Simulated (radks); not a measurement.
The numbers below are computed, except where a source is named.
Q: Coherent X-ray form factor from a spherical all-electron density. Level of theory: scalar-relativistic Kohn-Sham, exchange-only PBE, spin-polarised, spherical densities, finite nucleus; Fermi nuclear charge, rms radius of each element as measured or else 0.836 A^(1/3) + 0.57 fm (a radial shooting solver on a logarithmic mesh with Libxc functionals).

sin(theta)/lambda (1/angstrom),f0 (electrons)
0.05,30.289
0.1,28.654
0.15,26.762
0.2,24.886
0.25,23.090
0.3,21.376
0.4,18.184
0.5,15.363
0.6,12.993
0.8,9.637
1,7.727
1.25,6.440
1.5,5.620
2,4.251

The species is in the configuration that NIST lists as its ground one. Which atom or ion scatters so?

A: Neutral gallium, [Ar] 3d10 4s2 4p1. Extrapolating in s^2 from the first two rows gives f0(0) = 30.8, near the electron count 31; among species with that count, the fall with angle is slower the higher Z, and the table is that of Z = 31; from so few rows the species is fixed only to a neighbour or two.
